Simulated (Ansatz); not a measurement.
Which is lower?

The two ends of one reaction step of SnH7OF, closed shell (PBE0-D4/def2-TZVP).

A:

| atom | x (Å) | y (Å) | z (Å) |
| --- | --- | --- | --- |
| Sn1 | -0.8208 | -0.7858 | -0.6961 |
| H2 | 2.6816 | -1.4891 | 1.4201 |
| H3 | -0.3493 | -2.2004 | -1.5292 |
| H4 | -1.2411 | -1.0853 | 0.9167 |
| H5 | -1.8943 | 0.1570 | -1.6125 |
| H6 | 0.1421 | 1.7080 | 0.3467 |
| O7 | -0.7555 | 1.8596 | 0.6715 |
| H8 | 2.4173 | -1.0199 | 0.9015 |
| F9 | 0.8719 | 0.1873 | -0.6678 |
| H10 | -1.0519 | 2.6688 | 0.2492 |

B:

```csv
atom,x (Å),y (Å),z (Å)
Sn1,-0.7244,-1.3611,-0.2114
H2,0.9706,-1.0515,-0.2240
H3,-0.8493,-2.9810,-0.7548
H4,-1.3277,-1.2454,1.3665
H5,-1.5074,-0.3515,-1.3292
H6,0.5630,1.8275,0.5327
O7,-0.3319,1.5414,0.7515
H8,1.8540,0.2799,-0.2942
F9,2.2672,1.1183,-0.2473
H10,-0.9142,2.2233,0.4104
```

Computed with Ansatz 0.2.0 (basis: def2-TZVPP); correlated methods freeze the cores. Filled d shells of the heavier atoms are correlated. Core potentials replace the inner electrons of the atoms past krypton. The def2 sets are not built for correlating such inner shells, so the correlated values are less sure here. B3LYP uses VWN-RPA correlation.

Question: Which structure is lower at CCSD(T), and by how much? (Judge from chemistry; the value comes from the calculation.)

Answer: The calculation gives: A, by 0.237 eV (electronic energy, against the other). By their contacts, A is a complex of SnH₃F ([F][SnH3]) + H₂O + H₂ and B is a complex of SnH₄ + H₂O + HF.

All methods give the same order:

| method | E(B) − E(A) (eV) |
| --- | --- |
| SPW92 | 0.051 |
| PBE-D4 | 0.263 |
| BLYP-D4 | 0.386 |
| r2SCAN-D4 | 0.358 |
| B97M-V | 0.309 |
| PBE0-D4 | 0.209 |
| B3LYP-D4 | 0.326 |
| r2SCAN0-D4 | 0.277 |
| BHLYP-D4 | 0.299 |
| CAM-B3LYP-D4 | 0.312 |
| wB97X-V | 0.340 |
| wB97M-V | 0.309 |
| B2PLYP | 0.326 |
| PBE-QIDH | 0.221 |
| RPA on PBE | 0.284 |
| HF | 0.337 |
| MP2 | 0.273 |
| CCSD | 0.224 |
| CCSD(T) | 0.237 |

T1 diagnostic: at most 0.013.

Labels in which every atom is bracketed show which atoms are joined, not bond orders.

For scale, one of the runs: CCSD(T)/def2-TZVPP, 210 basis functions, launched by `ansatz run in.yaml --threads 4 --pin off --events-out ev --progress --plain --max-ram 9574MiB`. The run took 80 s on 4 CPU threads of an Arm Neoverse V2 (shared host), with 3.4 GiB of host memory at its peak.
